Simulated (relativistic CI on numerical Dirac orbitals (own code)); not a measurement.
## Electric-dipole lines of Sb²⁶⁺

Method of calculation: Dirac-Coulomb-Breit CI, orbitals from a KLI potential per configuration, a model potential for QED, unscaled Slater integrals (own radial code, finite nucleus).

Configuration list (outside the closed core [Ne]): 3s2 3p6 3d7, 3s2 3p5 3d8, 3s2 3p4 3d9, 3s 3p6 3d8, 3p6 3d9, 3s 3p5 3d9, 3s2 3p6 3d6 4s, 3s2 3p6 3d6 4p, 3s2 3p6 3d6 4d, 3s2 3p4 3d8 4s, 3s2 3p6 3d6 4f, 3s2 3p5 3d7 4s, 3s2 3p4 3d8 4p, 3s2 3p5 3d7 4p, 3s2 3p6 3d5 4s2, 3s2 3p4 3d8 4d, 3s 3p5 3d8 4s, 3s2 3p6 3d5 4s 4p, 3s 3p5 3d8 4p, 3s2 3p6 3d6 5s, 3s2 3p5 3d7 4d, 3s 3p6 3d7 4s, 3s2 3p6 3d5 4p2, 3s2 3p6 3d6 5p, 3s2 3p6 3d5 4s 4d, 3s 3p5 3d8 4d, 3p6 3d8 4s, 3s2 3p6 3d6 5d, 3s 3p6 3d7 4p, 3s2 3p5 3d6 4s2, 3p6 3d8 4p, 3s2 3p6 3d6 5f, 3s2 3p6 3d6 5g, 3s 3p6 3d7 4d, 3s2 3p6 3d6 6p. Levels of other configurations are missing.

```tsv
λ vac (Å)	Lower	Upper	A (s⁻¹)	log gf	S velocity/length
19.523	3s2 3p6 3d7 4F_9/2 [1]	3s2 3p6 3d6 4p 4G°_11/2 [196]	9.45e+11	-0.19	0.93
19.534	3s2 3p6 3d7 4F_9/2 [1]	3s2 3p6 3d6 4p 4F°_9/2 [195]	1.16e+12	-0.18	0.97
19.565	3s2 3p6 3d7 2H_11/2 [9]	3s2 3p6 3d6 4p 2H°_11/2 [263]	1.73e+12	0.08	0.96
44.480	3s2 3p6 3d7 2H_9/2 [15]	3s2 3p5 3d8 2F°_7/2 [61]	1.13e+12	0.43	0.65
45.111	3s2 3p6 3d7 2H_11/2 [9]	3s2 3p5 3d8 2G°_9/2 [58]	1.15e+12	0.55	0.63
45.308	3s2 3p6 3d7 2G_7/2 [10]	3s2 3p5 3d8 2F°_5/2 [57]	9.58e+11	0.25	0.65
45.483	3s2 3p6 3d7 2F_7/2 [16]	3s2 3p5 3d8 2D°_5/2 [60]	9.02e+11	0.22	0.67
46.493	3s2 3p5 3d8 2H°_11/2 [36]	3s2 3p4 3d9 2G_9/2 [95]	9.62e+11	0.49	0.77
46.650	3s2 3p6 3d7 2G_9/2 [6]	3s2 3p5 3d8 4D°_7/2 [49]	6.21e+11	0.21	0.64
51.558	3s2 3p6 3d7 2G_9/2 [6]	3s2 3p5 3d8 2G°_7/2 [44]	3.76e+11	0.08	0.61
51.930	3s2 3p5 3d8 2G°_9/2 [58]	3s2 3p4 3d9 2F_7/2 [104]	1.57e+12	0.71	0.77
52.857	3s2 3p6 3d7 4F_7/2 [4]	3s2 3p5 3d8 4D°_5/2 [37]	2.80e+11	-0.15	0.62
53.503	3s2 3p6 3d7 4F_9/2 [1]	3s2 3p5 3d8 4D°_7/2 [29]	5.58e+11	0.28	0.62
54.482	3s2 3p6 3d7 4F_7/2 [4]	3s2 3p5 3d8 4F°_5/2 [32]	2.50e+11	-0.18	0.66
55.019	3s2 3p6 3d7 4F_9/2 [1]	3s2 3p5 3d8 2G°_9/2 [24]	1.52e+11	-0.16	0.68
55.031	3s2 3p6 3d7 2H_11/2 [9]	3s2 3p5 3d8 2G°_9/2 [38]	2.58e+11	0.07	0.59
56.233	3s2 3p6 3d7 2H_11/2 [9]	3s2 3p5 3d8 2H°_11/2 [36]	1.95e+11	0.04	0.62
56.337	3s2 3p6 3d7 4F_9/2 [1]	3s2 3p5 3d8 4G°_9/2 [23]	2.46e+11	0.07	0.69
56.574	3s2 3p6 3d7 4F_7/2 [4]	3s2 3p5 3d8 4D°_7/2 [26]	1.77e+11	-0.17	0.67
64.739	3s2 3p5 3d8 4G°_11/2 [20]	3s 3p6 3d8 4F_9/2 [65]	2.92e+11	0.26	0.78
```

Terms are leading LS components. Brackets give the number of a level in order of energy, since labels repeat. The list gives strong lines, with weight on those to low levels, among the lowest 400 of 9822 levels, so that lines to higher ones, which can be the strongest, are missing. Levels whose partners in the same complex of configurations lie outside the list can be far off, and so can their lines. Rates are taken at the computed energies, electric ones in the length gauge. A velocity-to-length ratio far from 1 marks an uncertain rate.

At this charge energies of transitions that change n are usually good to better than 1 %, and those within a shell (Δn = 0) to a few per cent. Terms inside the open d or f shell come out 10 to 20 % too wide with unscaled integrals.

LS names give the leading component of a level, which can be under half, so a name can repeat, a term be missing and a line seem to break the LS rules.
